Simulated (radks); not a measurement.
Question: The mean radii <r> (bohr) of the occupied orbitals of an atom or ion are listed with their occupations. Method: Dirac Kohn-Sham, LB94 model potential, spin-unpolarised, spherical densities, finite nucleus; Fermi nuclear charge, rms radius of each element as measured or else 0.836 A^(1/3) + 0.57 fm; computed with a radial shooting solver on a logarithmic mesh with Libxc functionals.

orbital  occ.      <r>
1s1/2       2  0.02662
2s1/2       2   0.1139
2p1/2       2  0.09591
2p3/2       4   0.1017
3s1/2       2   0.3056
3p1/2       2   0.2954
3p3/2       4   0.3070
3d3/2       4   0.2776
3d5/2       6   0.2812
4s1/2       2   0.7143
4p1/2       2   0.7417
4p3/2       4   0.7696
4d3/2       4   0.8501
4d5/2       6   0.8598

Name the element and its charge. Open shells, if any, fill j = l - 1/2 first.

Answer: Z = 54, xenon, charge +8: Xe8+ in [Kr] 4d10. The 1s radius gives Z: for a bare nucleus <r> = (2 gamma + 1)/(2Z) with gamma = sqrt(1 - (Z/c)^2), 0.02628 bohr for Z = 54, and screening makes it slightly larger (0.02662 here). The occupations add up to 46, and the charge is Z minus that.
